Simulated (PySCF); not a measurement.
Trend along group 12: MK cations

PBE0 with double-zeta basis sets in PySCF, for the lowest determinant that a PBE0 search found; no spin–orbit coupling. De refers to high-spin ground-configuration atoms (the charge goes to the atom of lower measured ionisation energy or higher electron affinity, which is not always the lowest computed limit). A positive dipole points towards K; it is taken about the centre of mass and depends on that origin.

| M | basis | charged atom | state (unpaired electrons) | Re (Å) | ωe (cm⁻¹) | De (eV) | μ (D) |
| --- | --- | --- | --- | --- | --- | --- | --- |
| Zn | x2c-SVPall | K+ | singlet (closed shell) | 3.546 | 75.1 | 0.23 | 8.34 |
| Cd | def2-SVP | K+ | singlet (closed shell) | 3.684 | 67.8 | 0.24 | 10.59 |
| Hg | def2-SVP | K+ | singlet (closed shell) | 3.594 | 61.8 | 0.19 | 12.52 |

The shortest bond is that of KZn⁺ (3.546 Å), the longest that of KCd⁺ (3.684 Å).

The rows differ in basis set, which adds steps of its own.

Down a group the atoms grow and get heavier, so bonds lengthen and wavenumbers fall; the exceptions here are the shorter bond at Hg. Relativity and the filled 4f shell contract the atoms of the sixth period.

Closed-shell solutions of metal pairs were not tested for spin polarisation, which can lower them a little. Weak bonds: KCd⁺, KHg⁺, KZn⁺. Basis-set superposition, not corrected here, can be much of De in a small basis, most of all at correlated wavefunction levels. Spin–orbit coupling is left out. For an ion De counts to the pair picked by the measured ionisation energies or electron affinities, which need not be the lowest pair at this level.
